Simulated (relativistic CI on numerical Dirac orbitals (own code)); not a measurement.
# Rb IX: what numerical and physical settings do to a radial Dirac CI calculation

Reference input:

```
atom Rb  Z=37  charge=8  electrons=29
nucleus A=85  rms_radius_fm=4.2036
hamiltonian dirac-coulomb  breit=on  qed=on  c_scale=1
orbitals kli  potential=per-configuration
slater_scale 1
correlation none
mixing on
grid step=0.0125 r_max=16.6
scf mixing=0.4 start=green max_iterations=150 tolerance=2e-08 node_fill=0.05
configurations
  [Ar] 3d10 4s
end
```

Computed lowest total energy -2958.87092 Ha, 12 SCF steps. Runs with settings changed; * marks those that are bad on purpose (the QED terms keep the true α when c is scaled):

| Changed | Outcome | Lowest level | ΔE (Ha) | First excitation (cm⁻¹) | SCF steps | Message |
| --- | --- | --- | --- | --- | --- | --- |
| end of the grid at 8.3 bohr | converged | 4s 2S_1/2 | 4.55e-13 |  | 12 |  |
| SCF mixing 0.2, Breit term off, iteration limit 20 | converged | 4s 2S_1/2 | -1.56 |  | 13 |  |
| Breit term off, node fill of the KLI weights 0.5, speed of light × 10 | converged | 4s 2S_1/2 | 39.1 |  | 12 |  |
| end of the grid at 24.9 bohr, QED terms off | converged | 4s 2S_1/2 | -1.05 |  | 12 |  |
| configuration list: overfill * | refused |  |  |  | 0 | configuration [Ar] 4s3: a shell holds more than 4l+2 electrons |
| Slater scale 5 * | converged | 4s 2S_1/2 | 0 |  | 12 |  |
